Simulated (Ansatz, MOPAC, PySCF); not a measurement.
Noncovalent pair: SiH4 (SMILES [SiH4]) (first 5 atoms) with C3H4 (SMILES C=C=C); geometry from B3LYP-D3(BJ)/def2-TZVP, rigid monomers moved along the line of their centres of mass till Si1···C6 is 3.29 Å.
(charge 0, multiplicity 1):
```xyz
12

Si    -0.181    -0.031     0.110
H     -0.641    -1.425     0.287
H     -1.041     0.886     0.888
H     -0.267     0.329    -1.326
H      1.223     0.097     0.558
C      0.065    -1.266     3.150
C      0.100     0.015     3.372
C      0.132     1.297     3.582
H      0.948    -1.804     2.826
H     -0.847    -1.836     3.280
H      0.374     1.704     4.557
H     -0.082     1.999     2.784
```

Interaction energies are E(AB) − E(A) − E(B) at the monomers' geometry in the complex; basis-set methods are counterpoise corrected.

Frozen-core correlation. Rows in 6-31G* carry no dispersion term and start afresh at each structure (6-31G* with six Cartesian d functions). MP2/6-31G* freezes PySCF's default core. The state reached by PM3, PM6 isn't checked.

Run with Ansatz (a first-principles code); MOPAC for PM3, PM6 (differences of heats of formation); PySCF for 6-31G* rows, the dispersion terms. 

```
level                    interaction energy (meV)
-----------------------  ------------------------
PM3                                          78.3
PM6                                         -24.4
PBE-D3(BJ)/def2-TZVPPD                      -51.5
r2SCAN/def2-TZVPPD                           -8.2
r2SCAN-D4/def2-TZVPPD                       -35.6
B3LYP/6-31G*                                124.5
PBE0-D4/def2-TZVPPD                         -47.4
MP2/6-31G*                                   89.8
CCSD(T)/aug-cc-pV(D+d)Z                         ?
```

**Question.** What belongs in the gaps?

**Answer.** 
- CCSD(T)/aug-cc-pV(D+d)Z, interaction energy (meV): 1.0
